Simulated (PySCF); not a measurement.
Isomers of CH13NOSi4 side by side.

PySCF, CAM-B3LYP/def2-SVPD, density fitting, gas phase; each molecule at its own PBE0-D3(BJ)/def2-SVP geometry, one conformer. Singlet excitations by full TDDFT with frozen cores, triplets by Tamm–Dancoff TDDFT and ionisation energies by ΔSCF, from the lowest of the holes tried. 

Torsions of the conformers computed, which needn't be the lowest (atom-mapped SMILES):
- `[CH3:1][Si@@H:2]([O:3][SiH3:4])[N:5]([SiH3:6])[SiH3:7]`: C1–Si2–O3–Si4 -12°, C1–Si2–N5–Si6 66°
- `[CH3:1][NH:2][Si@H:3]([SiH3:4])[SiH2:5][SiH2:6][OH:7]`: C1–N2–Si3–Si4 63°, N2–Si3–Si5–Si6 -32°, Si3–Si5–Si6–O7 75°, H–O7–Si6–Si5 -165°
- `[CH3:1][SiH2:2][O:3][SiH2:4][N:5]([SiH3:6])[SiH3:7]`: C1–Si2–O3–Si4 87°, Si2–O3–Si4–N5 -145°, O3–Si4–N5–Si6 2°
- `[CH3:1][O:2][Si:3]([SiH3:4])([SiH3:5])[SiH2:6][NH2:7]`: C1–O2–Si3–Si4 -57°, O2–Si3–Si6–N7 -170°, H–N7–Si6–Si3 -55°, H–N7–Si6–Si3 163°
- `[CH3:1][NH:2][Si@H:3]([SiH3:4])[SiH2:5][O:6][SiH3:7]`: C1–N2–Si3–Si4 62°, N2–Si3–Si5–O6 70°, Si3–Si5–O6–Si7 -99°

Reference: `C[Si@@H](O[SiH3])N([SiH3])[SiH3]`, with HOMO energy -8.77 eV, LUMO energy 0.84 eV, lowest singlet excitation 6.52 eV, lowest triplet excitation 6.22 eV, mean polarisability 125.2 au, dipole moment 1.17 D and vertical ionisation energy 9.27 eV.

Changes against it:

```tsv
molecule	Δ electronic energy (kcal/mol)	Δ HOMO energy (eV)	Δ LUMO energy (eV)	Δ lowest singlet excitation (eV)	Δ lowest triplet excitation (eV)	Δ mean polarisability (au)	Δ dipole moment (D)	Δ vertical ionisation energy (eV)
CO[Si]([SiH3])([SiH3])[SiH2]N	+70.6	+0.48	-0.69	-1.36	-1.57	+17.9	+0.20	-0.46
CN[Si@H]([SiH3])[SiH2]O[SiH3]	+47.1	+1.10	-0.44	-1.54	-1.67	+11.4	+0.45	-1.06
```

Rows whose labels were lost:

```tsv
row	Δ electronic energy (kcal/mol)	Δ HOMO energy (eV)	Δ LUMO energy (eV)	Δ lowest singlet excitation (eV)	Δ lowest triplet excitation (eV)	Δ mean polarisability (au)	Δ dipole moment (D)	Δ vertical ionisation energy (eV)
P	+0.3	-0.06	+0.05	-0.09	-0.08	+0.6	-0.14	+0.10
Q	+66.3	+1.06	-0.50	-1.49	-1.57	+19.6	+0.92	-1.04
```

**Question.** Which row belongs to which of `CN[Si@H]([SiH3])[SiH2][SiH2]O` and `C[SiH2]O[SiH2]N([SiH3])[SiH3]`?

**Answer.** P = `C[SiH2]O[SiH2]N([SiH3])[SiH3]` and Q = `CN[Si@H]([SiH3])[SiH2][SiH2]O`. P and Q are told apart most clearly by the electronic energy (+0.3 against +66.3 kcal/mol).
